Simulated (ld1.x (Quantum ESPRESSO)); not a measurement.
## Fe (Z = 26): excitation energies, all-electron against PAW

Fe (Z = 26), PAW, made with ld1.x (Quantum ESPRESSO) 7.5 (PBE, scalar-relativistic). Core [Ar], reference 3d6 4s0.5 4p0 (charge +1.5). Waves: 4s (bound): rcut 2.10, rcutus 2.70 bohr; 4s channel at 2.7 Ry: rcut 2.10, rcutus 2.70 bohr; 4p (bound, empty): rcut 2.30, rcutus 3.20 bohr; 4p channel at 0.55 Ry: rcut 2.30, rcutus 3.20 bohr; 3d (bound): rcut 0.90, rcutus 0.95 bohr; 3d channel at -0.2 Ry: rcut 0.90, rcutus 0.95 bohr. Local part: all-electron potential smoothed inside 2.45 bohr (lloc = -1). Core correction: a·sin(br)/r model core, default radius (ld1.x builds one for every PAW set, though the input has nlcc=.false.). Augmentation charge: BESSEL, radius 0.80 bohr.

Energies are relative to the spin-unpolarised reference configuration 3d6 4s0.5 4p0; without spin polarisation the order of configurations can differ from experiment. Not all tests gave a result: test run stopped at test 5 of 7 (negative rho).

| valence configuration | charge | ΔE all-electron (eV) | error AE − PS (meV) |
| --- | --- | --- | --- |
| 3d6 4s2 4p0 | 0 | -15.845 | +25 |
| 3d6 4s0 4p0 | +2 | 9.087 | +3.3 |

(1) What are ΔE and the potential's error for 3d6 4s0 4p2?

(2) What are ΔE and the potential's error for 3d6 4s1 4p0?

Levels in the configuration 3d6 4s0 4p0:

```tsv
level	all-electron (eV)	pseudo (eV)
3d	-25.717	-25.748
```

## Answers

(1) ΔE = -7.390 eV all-electron; the error (AE − PS) is +7.7 meV.

(2) ΔE = -7.116 eV all-electron; the error (AE − PS) is +4.2 meV.
